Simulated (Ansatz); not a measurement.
Ansatz (a program for electronic structure) input:

Ansatz 0.2 input:
```yaml
crystal:
  periodic: [false, false, false]
  atoms:
    - {symbol: C, position_ang: [-0.14691225, 1.56741891, 0.18575105]}
    - {symbol: C, position_ang: [-0.45847107, 0.07547141, 0.24834238]}
    - {symbol: C, position_ang: [-1.77110868, -0.26198331, -0.43541783]}
    - {symbol: O, position_ang: [0.54512750, -0.70627215, -0.39681411]}
    - {symbol: C, position_ang: [1.76934774, -0.78791294, 0.29703787]}
    - {symbol: H, position_ang: [0.78603706, 1.80988591, 0.69548422]}
    - {symbol: H, position_ang: [-0.94322050, 2.14075226, 0.66406923]}
    - {symbol: H, position_ang: [-0.06559667, 1.88904939, -0.85454629]}
    - {symbol: H, position_ang: [-0.51084391, -0.23386344, 1.30337260]}
    - {symbol: H, position_ang: [-1.72800112, 0.01854653, -1.48959199]}
    - {symbol: H, position_ang: [-1.96904045, -1.33210914, -0.37333467]}
    - {symbol: H, position_ang: [-2.59774779, 0.27537419, 0.03202247]}
    - {symbol: H, position_ang: [2.30212851, 0.16941842, 0.32279990]}
    - {symbol: H, position_ang: [2.38745702, -1.51387904, -0.22963869]}
    - {symbol: H, position_ang: [1.62067361, -1.13096219, 1.32959525]}
basis:
  gaussian:
    orbitals: aug-cc-pVDZ
magnetization: {spin_polarized: false}
correlation: {method: ccsd_t, electrons: outside_noble_gas}
output: {forces: true}
```

Problem. Predict the final energy.

Solution. -233.06515 Eh (CCSD(T)/aug-cc-pVDZ). The basis has 205 functions.
